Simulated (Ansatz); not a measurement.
**A basis-limit estimate, worked out**

An elementary step of BNH6O2, singlet (BH₃O₂ ([OH][BH][OH]) + NH₃ → BNH₄O₂ ([NH2][B]([OH])[OH]) + H₂; bonds formed: H2–H5; dative contacts that become bonds: B1–N6; bonds broken: B1–H2, H5–N6). “Start” is the structure reached by relaxing down from the saddle towards the reactants; PBE0-D4/def2-TZVP structures. The saddle:

B1  (0.337, 0.030, -0.130)
H2  (0.386, 0.887, 1.104)
O3  (0.392, 0.918, -1.210)
O4  (1.302, -0.960, -0.037)
H5  (-0.512, 0.334, 1.100)
N6  (-1.066, -0.530, 0.308)
H7  (-0.044, 1.756, -1.055)
H8  (2.142, -0.656, -0.386)
H9  (-1.860, -0.272, -0.260)
H10  (-1.075, -1.507, 0.564)
(Å)

Ansatz 0.2.0; basis: def2-TZVPP and def2-QZVPP; cores frozen in the correlated methods.

Energies in eV:

| quantity | saddle | start |
| --- | --- | --- |
| Hartree–Fock, triple zeta (X = 3) | -6326.15311 | -6328.24486 |
| Hartree–Fock, quadruple zeta (X = 4) | -6326.46398 | -6328.55330 |
| MP2 correlation, X = 3 | -23.00717 | -22.63735 |
| MP2 correlation, X = 4 | -24.72663 | -24.35322 |
| CCSD(T) correlation, X = 3 | -24.40230 | -24.06576 |

Task: Work out the barrier at the basis limit: extrapolate Hartree–Fock as E(X) = E∞ + A exp(−7.88 √X) and the MP2 correlation as E(X) = E∞ + B X^−2.97 (the exponents that Neese and Valeev fitted for def2-TZVPP and QZVPP), then add CCSD(T) − MP2 in triple zeta.

Result: Each step is linear, so take the differences first (saddle − start): Hartree–Fock 2.09175 (X = 3) and 2.08932 (X = 4); MP2 correlation -0.36982 and -0.37341; CCSD(T) correlation -0.33654.
Two points give E∞ = E(4) + w [E(4) − E(3)], with w = 1/(exp(7.88 (2 − √3)) − 1) = 0.1377 for Hartree–Fock and w = 1/((4/3)^2.97 − 1) = 0.7407 for the correlation.
Hartree–Fock: 2.08932 + 0.1377 × (-0.00243) = 2.0890 eV.
MP2 correlation: -0.37341 + 0.7407 × (-0.00359) = -0.3761 eV.
CCSD(T) − MP2: -0.33654 − (-0.36982) = 0.0333 eV.
Sum: 2.0890 + (-0.3761) + 0.0333 = 1.7462 eV, or 40.27 kcal/mol. Plain CCSD(T) in triple zeta gives 1.7552 eV, so the larger basis shifts the result by -0.0090 eV.

The T1 diagnostic stays at or below 0.012.

The step is the kind of exchange with an N–H group that builds nitride films in atomic layer and chemical vapour deposition.

Labels in which every atom is bracketed show which atoms are joined, not bond orders.

For scale, one of the runs: CCSD(T)/def2-TZVPP, 208 basis functions, launched by `ansatz run in.yaml --threads 4 --pin off --events-out ev --progress --plain --max-ram 9574MiB`. Time: 58 s of wall clock on 4 CPU threads of an Arm Neoverse V1; the host was shared. Peak host memory: 3.1 GiB.
